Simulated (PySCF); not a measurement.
**Circular dichroism: SMILES F[C@]1(SC)C[C@H]1[SiH3], C4H9FSSi**

Molfile (atoms numbered from 1):
```
C4H9FSSi
     RDKit          3D

 16 16  0  0  0  0  0  0  0  0999 V2000
    2.5871    0.4704    0.3463 C   0  0  0  0  0  0  0  0  0  0  0  0
    0.9440    1.2541    0.3134 S   0  0  0  0  0  0  0  0  0  0  0  0
    0.1678    0.1830   -0.8897 C   0  0  1  0  0  0  0  0  0  0  0  0
    0.6397    0.4209   -2.1571 F   0  0  0  0  0  0  0  0  0  0  0  0
   -0.1583   -1.2339   -0.5620 C   0  0  0  0  0  0  0  0  0  0  0  0
   -1.2610   -0.2194   -0.7558 C   0  0  1  0  0  0  0  0  0  0  0  0
   -2.2842    0.3960    0.7086 Si  0  0  0  0  0  4  0  0  0  0  0  0
    3.0237    0.5200   -0.6467 H   0  0  0  0  0  0  0  0  0  0  0  0
    2.4911   -0.5600    0.6763 H   0  0  0  0  0  0  0  0  0  0  0  0
    3.1881    1.0372    1.0488 H   0  0  0  0  0  0  0  0  0  0  0  0
    0.0147   -1.9723   -1.3321 H   0  0  0  0  0  0  0  0  0  0  0  0
    0.0493   -1.5804    0.4396 H   0  0  0  0  0  0  0  0  0  0  0  0
   -1.7809   -0.2884   -1.7046 H   0  0  0  0  0  0  0  0  0  0  0  0
   -1.6344   -0.0205    1.9498 H   0  0  0  0  0  0  0  0  0  0  0  0
   -2.3996    1.8492    0.6305 H   0  0  0  0  0  0  0  0  0  0  0  0
   -3.5945   -0.2469    0.5846 H   0  0  0  0  0  0  0  0  0  0  0  0
  1  2  1  0
  2  3  1  0
  3  4  1  6
  3  5  1  0
  5  6  1  0
  6  7  1  0
  6  3  1  0
  1  8  1  0
  1  9  1  0
  1 10  1  0
  5 11  1  0
  5 12  1  0
  6 13  1  6
  7 14  1  0
  7 15  1  0
  7 16  1  0
M  END
```

Method used: TDDFT B3LYP/aug-cc-pVDZ circular dichroism and optical rotation, one conformer, gas phase (PySCF). Geometry: GFN2-xTB.

The molecule is flexible and this is one conformer; a measurement averages over conformers. States above about 6.6 eV (minus the energy of the highest occupied orbital) lie near or above the ionisation threshold and depend on the basis.

(1) What are the CIP labels of the stereocentres?

(2) Which excitations and rotatory strengths does the calculation give?

## Answers

(1) C3 S, C6 R.

(2) Rotatory strengths R in 10⁻⁴⁰ esu² cm², velocity form and length form (origin at the centre of mass); f in length form.
| state | E (eV) | λ (nm) | f | R (velocity) | R (length) | main |
| --- | --- | --- | --- | --- | --- | --- |
| 1 | 5.29 | 234 | 0.0007 | +0.2 | +0.3 | HOMO→LUMO 0.83 |
| 2 | 5.75 | 216 | 0.012 | +13.4 | +13.2 | HOMO→LUMO+1 0.65, HOMO→LUMO 0.14 |
| 3 | 5.99 | 207 | 0.008 | +0.5 | +0.7 | HOMO→LUMO+2 0.64, HOMO→LUMO+1 0.18 |
| 4 | 6.17 | 201 | 0.008 | -1.8 | -1.9 | HOMO→LUMO+3 0.36, HOMO→LUMO+4 0.30 |
| 5 | 6.24 | 199 | 0.009 | +4.8 | +4.9 | HOMO→LUMO+3 0.49, HOMO→LUMO+4 0.39 |
| 6 | 6.35 | 195 | 0.004 | -7.7 | -7.7 | HOMO→LUMO+5 0.47, HOMO→LUMO+6 0.24 |
| 7 | 6.50 | 191 | 0.009 | -19.8 | -19.9 | HOMO→LUMO+6 0.43, HOMO→LUMO+5 0.36 |
| 8 | 6.65 | 186 | 0.005 | -14.4 | -14.3 | HOMO→LUMO+7 0.67, HOMO−1→LUMO 0.19 |
| 9 | 6.72 | 184 | 0.049 | +39.4 | +39.1 | HOMO−1→LUMO 0.76, HOMO→LUMO+7 0.17 |
| 10 | 6.81 | 182 | 0.009 | -1.0 | -1.1 | HOMO→LUMO+8 0.87 |
| 11 | 6.97 | 178 | 0.029 | +7.5 | +7.2 | HOMO−1→LUMO+1 0.89 |
| 12 | 7.07 | 175 | 0.007 | +8.9 | +9.4 | HOMO→LUMO+9 0.92 |
| 13 | 7.17 | 173 | 0.011 | -15.9 | -16.2 | HOMO−1→LUMO+2 0.56, HOMO−1→LUMO+4 0.26 |
| 14 | 7.20 | 172 | 0.012 | +5.1 | +4.8 | HOMO→LUMO+10 0.73, HOMO→LUMO+11 0.14 |
| 15 | 7.25 | 171 | 0.022 | -4.7 | -4.6 | HOMO→LUMO+11 0.51, HOMO−2→LUMO 0.16 |
| 16 | 7.31 | 170 | 0.042 | +6.3 | +6.5 | HOMO−2→LUMO 0.75, HOMO→LUMO+11 0.11 |

Among the states computed, the strongest CD band (largest |R|) is state 9. The largest dissymmetry factor in size, g = 4R/(D+G), with D and G the electric and magnetic dipole strengths, is -0.029 for state 8 (velocity form, f = 0.005), among bands with |R| over 0.5. The mirror image has the same energies and oscillator strengths and all R with the opposite sign.
